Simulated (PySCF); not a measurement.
Simulated O 1s region for `O=[C](O)[GeH3]`, binding energy against the vacuum level.

Every computed line was given a Gaussian of 0.4 eV full width at half maximum and an area set by the number of equivalent atoms; the highest printed point is 100. The calculation used delta-SCF UKS SCAN, pcX-2 on the ionised atom, pcseg-1 elsewhere, spin-free X2C in PySCF.

binding energy (eV), intensity and a bar:
```
    537.6          1 
    537.7          5 #
    537.8         17 #####
    537.9         43 #############
    538.0         78 #######################
    538.1        100 ##############################
    538.2         90 ###########################
    538.3         58 #################
    538.4         26 ########
    538.5          8 ##
    538.6          2 #
    538.7          0 
    538.8          0 
    538.9          0 
    539.0          0 
    539.1          0 
    539.2          0 
    539.3          0 
    539.4          0 
    539.5          0 
    539.6          0 
    539.7          2 #
    539.8          8 ##
    539.9         25 #######
    540.0         56 #################
    540.1         89 ###########################
    540.2        100 ##############################
    540.3         79 ########################
    540.4         45 #############
    540.5         18 #####
    540.6          5 #
    540.7          1
```

How many maxima does the curve show, and how many computed lines lie under it?

The curve has 2 maxima (at 538.1 and 540.2 eV). Under it lie 2 lines from 2 inequivalent oxygen sites.

Decompose the envelope and assign each component. Numbering: `[O:1]=[C:2]([OH:3])[GeH3:4]`.

```
position (eV)  relative area  line  atoms           environment
       538.12              1  O 1s     O1  acid carbonyl oxygen
       540.18              1  O 1s     O3  acid hydroxyl oxygen
```

What are the centre and the root-mean-square width of the whole band?

The area-weighted mean of the lines is 539.15 eV. Their own spread about it is 1.03 eV (rms) and each Gaussian has σ = 0.4/2.355 = 0.17 eV; the variances add, which gives 1.05 eV.

Above which line width would these two lines show one maximum?

Two equal Gaussians merge once their distance is under 2σ = FWHM/1.177. With 2.06 eV between them that is a full width over 2.43 eV.

The listed O 1s values span 2.06 eV, from O1 (bonded to C (double bond)) to O3 (bonded to C and H).

No satellites, vibrations or lifetime broadening are included. One conformer (not necessarily the lowest) at the PBE0-D3(BJ)/def2-SVP geometry, without solvent, vibrations or thermal averaging.

Conformer computed: `[O:1]=[C:2]([OH:3])[GeH3:4]`: H–O3–C2–O1 0°.
